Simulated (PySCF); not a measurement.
**Bond curve of Sb₂**

Set-up: Sb x2c-TZVPPall; spin-free X2C with a Gaussian nucleus (PySCF 2.14). Energies in eV from Sb + Sb in their ground configurations at the same level. State: ¹Σg⁺ (singlet), closed shell.

Curves on a restricted Hartree–Fock reference rise too fast on stretching and do not dissociate correctly.

```json
{"R (Å)": "2.135", "M06": "-1.939", "RHF-CCSD": "", "LDA": "-2.657"}
{"R (Å)": "2.234", "M06": "-2.994", "RHF-CCSD": "-1.420", "LDA": "-3.574"}
{"R (Å)": "2.333", "M06": "-3.587", "RHF-CCSD": "-1.941", "LDA": "-4.061"}
{"R (Å)": "2.408", "M06": "-3.808", "RHF-CCSD": "-2.117", "LDA": "-4.222"}
{"R (Å)": "2.482", "M06": "-3.886", "RHF-CCSD": "-2.156", "LDA": "-4.253"}
{"R (Å)": "2.557", "M06": "-3.855", "RHF-CCSD": "-2.093", "LDA": "-4.186"}
{"R (Å)": "2.656", "M06": "-3.690", "RHF-CCSD": "-1.894", "LDA": "-3.989"}
{"R (Å)": "2.780", "M06": "-3.350", "RHF-CCSD": "-1.525", "LDA": "-3.626"}
{"R (Å)": "2.929", "M06": "-2.834", "RHF-CCSD": "-0.991", "LDA": "-3.102"}
{"R (Å)": "3.127", "M06": "-2.208", "RHF-CCSD": "", "LDA": "-2.420"}
```

Question: Put a parabola through the three lowest points of the M06 curve and estimate Re, k and ωe (reduced mass 60.45 u; 1 eV/Å² = 0.16022 mdyn/Å; ωe = 1302.8·√(k/μ) cm⁻¹).

Answer: Through R = 2.408, 2.482, 2.557 Å the second-order coefficient is 9.85 eV/Å², so Re ≈ 2.499 Å, k ≈ 3.16 mdyn/Å and ωe ≈ 298 cm⁻¹. A polynomial fit of higher order to the unrounded M06 energies gives Re = 2.495 Å, k = 2.99 mdyn/Å, ωe = 290 cm⁻¹; anharmonicity and rounding make the difference.

The higher-order fit for each curve: M06: Re = 2.495 Å, ωe = 290 cm⁻¹, De = 3.89 eV; RHF-CCSD: Re = 2.470 Å, ωe = 295 cm⁻¹, De = 2.16 eV; LDA: Re = 2.465 Å, ωe = 290 cm⁻¹, De = 4.26 eV.

Correlated steps freeze 36 core orbitals. Closed-shell solutions of metal pairs were not tested for spin polarisation, which can lower them a little. ⟨S²⟩ of the unrestricted solution departs from its pure value on part of the curve, where spin states mix. These are scalar-relativistic numbers at best; spin–orbit coupling would shift them, the dissociation energy most. Where the molecule has an RHF reference, its open-shell atoms are computed with UHF.
